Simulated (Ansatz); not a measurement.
Basis-set series for H6O3Si2 (`O[SiH2]O[SiH2]O`). Charge 0, multiplicity 1. Geometry: relaxed with PBE0-D4/def2-TZVP. It is one conformer, not always the lowest.

```json
{"functional": "PBE0-D4", "basis": "def2-TZVPP", "functions": "261", "energy (Eh)": "-808.09979", "HOMO (eV)": "-8.56", "LUMO (eV)": "0.26"}
{"functional": "PBE0-D4", "basis": "def2-QZVPP", "functions": "491", "energy (Eh)": "-808.13438", "HOMO (eV)": "-8.59", "LUMO (eV)": "-0.05"}
{"functional": "ωB97M-V", "basis": "def2-TZVPP", "functions": "261", "energy (Eh)": "-808.47427", "HOMO (eV)": "-10.85", "LUMO (eV)": "1.77"}
{"functional": "ωB97M-V", "basis": "def2-QZVPP", "functions": "491", "energy (Eh)": "-808.50636", "HOMO (eV)": "-10.88", "LUMO (eV)": "1.27"}
```

Task: Give the rows for def2-SVP. (Best estimate.)

Result: The calculation gave: 
```json
{"functional": "PBE0-D4", "basis": "def2-SVP", "functions": "108", "energy (Eh)": "-807.58868", "HOMO (eV)": "-8.43", "LUMO (eV)": "1.01"}
{"functional": "ωB97M-V", "basis": "def2-SVP", "functions": "108", "energy (Eh)": "-807.95596", "HOMO (eV)": "-10.67", "LUMO (eV)": "2.72"}
```

Positive LUMOs are unbound and depend on the basis.

Computed with Ansatz.
